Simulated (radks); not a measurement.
The numbers below are computed, except where a source is named.
The osmium ion Os4+, 72 electrons, occupied as [Kr] 4d10 4f14 5p6 5d4 6p2 (not the ground configuration). Level of theory: scalar-relativistic Kohn-Sham, r2SCAN, spin-polarised, spherical densities, finite nucleus; open shells are filled with parallel spins first (spin-orbit coupling, left out, can overturn this in heavy ions); meta-GGA in the generalised Kohn-Sham scheme; Fermi nuclear charge, rms radius 5.4126 fm (a radial shooting solver on a logarithmic mesh with Libxc functionals).

Unscreened Slater integrals over Kohn-Sham orbitals (eV). They are taken over the spin-up orbitals.

integral     value
F0(6p,6p)   9.6116
F2(6p,6p)   5.3058
F0(6p,5d)   11.446
F2(6p,5d)   4.2595
G1(6p,5d)   1.6626
G3(6p,5d)   1.4972
F0(6p,5p)   11.881
F2(6p,5p)   3.4857
G0(6p,5p)  0.66848
G2(6p,5p)  0.93372
F0(6p,4f)   12.707
F2(6p,4f)   1.8279
G2(6p,4f)  0.46588
G4(6p,4f)  0.43676
F0(5d,5d)   17.228
F2(5d,5d)   9.1802
F4(5d,5d)   6.1819
F0(5d,5p)   19.069
F2(5d,5p)   9.7858
G1(5d,5p)   11.901
G3(5d,5p)   7.4534
F0(5d,4f)   21.836
F2(5d,4f)   5.6315
F4(5d,4f)   2.7281
G1(5d,4f)   2.0019
G3(5d,4f)   1.8709
G5(5d,4f)   1.4938
F0(5p,5p)   21.859
F2(5p,5p)   11.887
F0(5p,4f)   26.672
F2(5p,4f)   8.5768
G2(5p,4f)   3.4834
G4(5p,4f)   2.9033
F0(4f,4f)   45.371
F2(4f,4f)   22.307
F4(4f,4f)   14.154
F6(4f,4f)   10.229

Derived for the open shells (J is the average intra-shell exchange parameter used in DFT+U). 5d: Racah B = F2/49 - 5 F4/441 = 0.1173 eV, C = 35 F4/441 = 0.4906 eV, C/B = 4.18, F4/F2 = 0.673, J = (F2 + F4)/14 = 1.097 eV. 6p: J = F2/5 = 1.061 eV.
